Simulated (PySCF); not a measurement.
# Field gradients at the hydrogen positions

Compound: C2H11FSSi3.
Geometry (GFN2-xTB, Å), atoms numbered from 1 in this order:
```
atom  x, y, z in Å
C1     3.6390    0.6331   -0.5448
Si2    2.0207    0.2996    0.3687
S3     0.6507   -0.4578   -1.1098
Si4   -1.1963   -0.6950   -0.0111
Si5   -2.2777    1.3013    0.4665
C6    -2.2322   -1.7467   -1.2359
F7    -3.5182   -1.8826   -0.7465
H8     3.4986    1.3681   -1.3327
H9     4.0201   -0.2735   -1.0074
H10    4.3983    1.0093    0.1341
H11    2.1591   -0.7219    1.4030
H12    1.4211    1.5057    0.9357
H13   -0.8669   -1.5754    1.1173
H14   -1.4136    2.1936    1.2491
H15   -2.6573    2.0241   -0.7511
H16   -3.4877    1.0579    1.2502
H17   -1.8439   -2.7582   -1.3759
H18   -2.3224   -1.2753   -2.2178
```

Level: PBE0/pcSseg-1 (PySCF, non-relativistic); Q(2H) = 0.00286 b; rigid geometry, the same for H and D, with no vibrational averaging.

Question: Rank these positions by the coupling χzz of a deuteron there, largest first.
A. H14 (Si–H hydrogen)
B. H17 (methylene hydrogen)
C. H10 (methyl hydrogen)

Answer: C (218 kHz), B (200 kHz), A (108 kHz).

Question: Give the electric field gradient Vzz (the principal value of largest size), its asymmetry and the 2H coupling at each hydrogen.

Answer: 
```csv
atom,bonded to,bond length (Å),Vzz (au),η,χzz (kHz)
H8,C1,1.087,0.3217,0.00,216
H9,C1,1.087,0.3215,0.00,216
H10,C1,1.086,0.3248,0.00,218
H11,Si2,1.460,0.1633,0.02,110
H12,Si2,1.461,0.1619,0.03,109
H13,Si4,1.469,0.1586,0.02,107
H14,Si5,1.468,0.1609,0.00,108
H15,Si5,1.466,0.1623,0.00,109
H16,Si5,1.462,0.1652,0.01,111
H17,C6,1.092,0.2981,0.09,200
H18,C6,1.093,0.2960,0.09,199
```

Question: Average by the element that carries the hydrogen.

Answer: on C: 210 kHz over 5 positions, mean bond length 1.089 Å; on Si: 109 kHz over 6 positions, mean bond length 1.464 Å.

Question: How does χzz go with the bond length over the 6 Si–H bonds?

Answer: A straight-line fit has a slope of -3.1 kHz for each 0.01 Å, with a correlation coefficient of -0.76, over lengths from 1.460 to 1.469 Å.

Question: Give the 2H NMR doublet splittings at H9 for a magnetic field along the z, y and x axes of the gradient: 3χ/2, 3χ(1 + η)/4, 3χ(1 − η)/4.

Answer: With |χ| = 216.0 kHz and η = 0.003: 324, 163 and 162 kHz, to first order and without motion.

Geometry: GFN2-xTB, one conformer, isolated molecule. GFN2-xTB bond lengths can be off by several hundredths of an ångström, more for odd bonds, and the gradients follow them. With so small a basis the couplings can be 20 % off.

The run behind these numbers computed NMR shieldings as well. On Arm Neoverse N1, one thread, no GPU, shared host with 64 logical CPUs at a one-minute load of 57, this took 61 s wall and 0.91 GiB of memory at its peak.
